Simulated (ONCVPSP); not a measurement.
## Zn: one change to an ONCV potential, before and after

| Item | Value |
| --- | --- |
| Element | zinc (Zn) |
| Generator | ONCVPSP 4.0.1 |
| Type | optimised norm-conserving Vanderbilt (ONCV) |
| Functional | PBE |
| Relativity | scalar-relativistic |
| Frozen core | [Ar] |
| Valence charge | 12 |
| Reference configuration | 3d10 4s2 |
| Partial waves | 4s: rc 1.80 bohr, ncon 4, nbas 7, qcut 3 1/bohr, 2 projectors, debl 1.7 Ha; p scattering state at 0.18 Ha: rc 1.75 bohr, ncon 3, nbas 8, qcut 3.7 1/bohr, 1 projector; 3d: rc 0.80 bohr, ncon 3, nbas 7, qcut 23.3 1/bohr, 2 projectors, debl 2.5 Ha |
| Local potential | polynomial inside 0.55 bohr (lpopt 3, dvloc0 0 Ha) |
| Core correction | none |

All-electron outer shells of the reference configuration (PBE, scalar-relativistic, ld1.x):

```tsv
shell	level (eV)	outermost node (bohr)	outermost maximum (bohr)
3p	-83.40	0.25	0.59
3d	-10.14	–	0.57
4s	-5.98	0.85	2.09
```

Change: core correction Teter function, fcfact 5.5, rcfact 1.15.

Cutoffs: the cutoffs (Ha) at which the residual kinetic energy of the hardest occupied pseudo-wave falls to 1 and 0.1 mHa per electron; they do not see the model core or the augmentation charge, which bear on the density cutoff. Errors are all-electron minus pseudo energies relative to the spin-unpolarised reference configuration.

**Question.** How do hardness, ghosts and transferability respond?

**Answer.** The potential gets neither clearly harder nor softer (168 Ha and 193 Ha → 168 Ha and 193 Ha); both files keep a bound ghost (p, s); of the 4 tests that both files solve, the error grows in 2 and shrinks in 2 by more than 15 % and 0.3 meV (median size 58.4 → 69.7 meV). A model core, the more so a compact one, raises the density cutoff, which this test does not measure.

```tsv
quantity	base	changed
cutoff, loose	168 Ha	168 Ha
cutoff, tight	193 Ha	193 Ha
bound ghosts	s, p	s, p
GHOST(+) flags under 300 eV	none	none
error for 3d10 4s1, meV [ΔE 9.89 eV]	0.0	-0.8
error for 3d10 4s0, meV [ΔE 28.33 eV]	+26	+20
error for 3d9 4s0, meV [ΔE 68.87 eV]	+148	+119
error for 3d8 4s0, meV [ΔE 130.68 eV]	-91	-225
s: phases at 1.83 bohr within 0.05 rad from the reference energy up to (Ha; the scan ends near 5)	4.0	4.0
p: phases at 1.77 bohr within 0.05 rad from the reference energy up to (Ha; the scan ends near 5)	2.5	2.5
d: phases at 0.81 bohr within 0.05 rad from the reference energy up to (Ha; the scan ends near 5)	to the end of the scan	to the end of the scan
```

 A true bound ghost makes a file unfit for plane-wave use even where its test errors are small: the radial tests pick states by their node count and pass the ghost by.
